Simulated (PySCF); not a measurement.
A structure optimised at r2SCAN-D4/def2-TZVP, used in a PySCF frequency run:

```xyz
7

Al     0.5808    -0.1256     0.0000
C     -0.3082     1.6269     0.0000
H     -0.9521     1.6976     0.8830
H     -0.9521     1.6976    -0.8830
H      0.3762     2.4759     0.0000
O     -0.4954    -1.4538     0.0000
H     -0.2092    -2.3687     0.0000
```
Charge 0, spin multiplicity 2.

**Question.** Write its SMILES, formula and point group.

**Answer.** [CH3][Al][OH], CH4AlO, Cs

**Question.** What are its rotational constants (standard atomic weights)?

**Answer.** 28.692, 5.9400, 5.0766 GHz
